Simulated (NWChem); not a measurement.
Species: AlH2Cl; SMILES [AlH2][Cl]

```xyz
4

Al     0.0000     0.0000     1.0857
H      0.0000    -1.4122     1.8182
H      0.0000     1.4122     1.8182
Cl     0.0000     0.0000    -1.0340
```
Atoms are numbered in this order, from 1.

Program: NWChem. Pople sets run with spherical d functions. The geometry was optimised at PBE-D3(BJ)/def2-SVP. Vzz is the largest principal value of the second derivative of the potential at the nucleus (NWChem prints the opposite sign); η is the asymmetry. Non-relativistic.

```csv
level,Vzz Al1 (a.u.),η Al1,Vzz Cl4 (a.u.),η Cl4
CAM-B3LYP/def2-TZVP,1.300,0.55,1.248,0.61
CAM-B3LYP/6-31G*,(withheld),(withheld),(withheld),0.57
Hartree-Fock/cc-pVTZ,1.270,0.53,1.103,0.55
Hartree-Fock/6-31G*,1.012,0.56,1.153,0.50
```

Problem. Some entries are withheld; supply them.

Solution. 
- CAM-B3LYP/6-31G*, Vzz Al1 (a.u.): 1.001
- CAM-B3LYP/6-31G*, η Al1: 0.60
- CAM-B3LYP/6-31G*, Vzz Cl4 (a.u.): 1.221
